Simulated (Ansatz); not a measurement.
Geometry optimisation, Ansatz 0.2.0, UHF/def2-SVP.

Input:

```yaml
crystal:
  periodic: [false, false, false]
  atoms:
    - { symbol: Hf, position_ang: [0.000134, -0.009033, -0.02281] }
    - { symbol: Cl, position_ang: [-0.023982, -0.109663, 2.470313] }
    - { symbol: "N", position_ang: [1.899621, 0.01993, -0.785049] }
    - { symbol: H, position_ang: [2.465141, -0.798103, -0.941196] }
    - { symbol: H, position_ang: [2.439473, 0.824234, -1.060303] }
    - { symbol: "N", position_ang: [-0.930594, 1.672914, -0.724506] }
    - { symbol: H, position_ang: [-1.848094, 1.711217, -1.140072] }
    - { symbol: H, position_ang: [-0.55507, 2.605651, -0.717286] }
    - { symbol: "N", position_ang: [-0.957165, -1.669654, -0.735449] }
    - { symbol: H, position_ang: [-1.508621, -2.300367, -0.17858] }
    - { symbol: H, position_ang: [-0.943968, -2.008363, -1.6828] }
    - { symbol: H, position_ang: [-0.029875, 0.061236, 5.045037] }
magnetization:
  spin_polarized: true
  initial_magnetization: 1
basis:
  gaussian: { orbitals: def2-SVP }
hamiltonian:
  xc: hf
relax:
  f_tol: 0.03
  max_steps: 50
output:
  orbitals: {}
```

Launched with:

```bash
$ ansatz run input.yaml --threads 4 --pin off --max-ram 5120MiB --backend cpu --events-out ev --progress --plain --runs-dir out
```

Task: Where does it end, and by what steps?

Result: It converged. The force dipped under the threshold on the way, but the program's further checks kept it going. After 12 steps the energy has fallen by 0.195 eV; H12 moved furthest, 1.19 Å.

```
step  energy less start (eV)  largest force component (eV/Å)  accepted
   0                  0.0000                           1.035       yes
   1                 -0.0435                           0.831       yes
   2                 -0.1070                           0.612       yes
   3                 -0.1570                           0.340       yes
   4                 -0.1753                           0.507       yes
   5                 -0.1818                           0.595       yes
   6                 -0.1918                           0.044       yes
   7                 -0.1930                           0.030       yes
   8                 -0.1936                           0.010       yes
   9                 -0.1946                           0.022       yes
  10                 -0.1943                           0.038        no
  11                 -0.1949                           0.013       yes
  12                 -0.1949                           0.019       yes
```

```xyz
12
Properties=species:S:1:pos:R:3
Hf 0.016 -0.056 -0.114
Cl 0.105 -0.212 2.310
N 1.895 -0.024 -0.926
H 2.645 -0.650 -0.683
H 2.245 0.637 -1.597
N -0.947 1.646 -0.714
H -1.690 1.704 -1.389
H -0.779 2.572 -0.356
N -0.980 -1.649 -0.924
H -1.867 -2.006 -0.611
H -0.660 -2.229 -1.681
H 0.025 0.268 6.212
```

Whether the end is a true minimum wasn't checked by a vibrational analysis.

Run time: 24 s on 4 threads of Arm Neoverse V1 (shared host), peak memory 0.4 GiB.
